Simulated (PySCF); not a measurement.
Point-charge models of `N#C[C@H]([SiH3])CO[SiH3]` against its computed dipole.

Coordinates (GFN2-xTB, Å) and charges (e) from the PBE0/pcSseg-1 density (PySCF):

```csv
atom,x,y,z,Mulliken,IAO,Hirshfeld,ESP-fitted
N1,-2.525,-2.528,-0.552,-0.2466,-0.2615,-0.2373,-0.4649
C2,-1.866,-1.766,-0.007,+0.1052,+0.1357,+0.0767,+0.3115
C3,-1.047,-0.796,0.640,-0.5743,-0.4232,-0.0914,-0.1619
Si4,-1.670,1.000,0.295,+0.5872,+0.6410,+0.3176,+0.4072
C5,0.389,-0.848,0.132,+0.1762,-0.0351,+0.0194,+0.0005
O6,0.912,0.446,0.224,-0.6841,-0.6374,-0.1920,-0.3261
Si7,2.467,0.903,0.058,+0.7125,+0.8710,+0.3956,+0.5443
H8,-1.081,-0.977,1.717,+0.1922,+0.1833,+0.0648,+0.1245
H9,-1.090,1.890,1.293,-0.0695,-0.1071,-0.0719,-0.1011
H10,-1.354,1.357,-1.083,-0.0642,-0.1057,-0.0682,-0.0751
H11,-3.125,0.947,0.472,-0.0766,-0.1210,-0.0793,-0.1112
H12,1.005,-1.549,0.709,+0.1321,+0.1358,+0.0463,+0.0784
H13,0.407,-1.173,-0.916,+0.1343,+0.1412,+0.0453,+0.0973
H14,2.960,0.594,-1.287,-0.1095,-0.1483,-0.0776,-0.1131
H15,2.313,2.321,0.330,-0.1013,-0.1206,-0.0693,-0.0989
H16,3.297,0.190,1.035,-0.1137,-0.1480,-0.0789,-0.1111
```

Form Σ q r in debye for every column and set it beside the full dipole.

The full density gives (3.57, 2.11, 1.46) D, 4.39 D in size; dipole vectors point from the negative to the positive end.

```tsv
scheme	μx	μy	μz	size (D)	share of the full size (%)	angle to the full dipole (°)
Mulliken	3.35	2.44	0.42	4.16	95	15
IAO	3.66	2.49	0.79	4.49	102	10
Hirshfeld	2.85	1.90	0.91	3.54	81	5
ESP-fitted	3.56	2.08	1.47	4.38	100	0
```

Which set comes closest?

Length of the difference vector: ESP-fitted 0.03 D, IAO 0.78 D, Hirshfeld 0.93 D, Mulliken 1.11 D. Closest: ESP-fitted. ESP charges are fitted to the potential around the molecule, whose slowest-falling term is the dipole's. The schemes that divide the density aren't constrained to reproduce the dipole.

What is left for the Hirshfeld atoms' own dipoles?

The Hirshfeld atoms' densities add up to the full density, so μ = Σ q r + Σ (atomic dipoles). The atomic dipoles sum to (3.57, 2.11, 1.46) − (2.85, 1.90, 0.91) = (0.72, 0.21, 0.55) D, 0.93 D in size.

With the origin at the mean of the coordinates, (0.000, 0.001, 0.191) Å, which are the largest single terms, by size, of the ESP-fitted dipole along the direction of the full one?

N1 +7.84, Si7 +6.26, C2 -3.63, Si4 -1.65, H16 -1.63 D; all 16 atoms together +4.38 D. The single terms depend on the origin, their sum doesn't.

Give the size of the full dipole in other units.

4.39 D = 1.729 au = 0.915 e·Å = 14.66 × 10⁻³⁰ C·m.

One conformer (not necessarily the lowest) at the GFN2-xTB geometry, without solvent, vibrations or thermal averaging.

Conformer computed: `[N:1]#[C:2][C@H:3]([SiH3:4])[CH2:5][O:6][SiH3:7]`: C2–C3–C5–O6 149°, C3–C5–O6–Si7 169°.
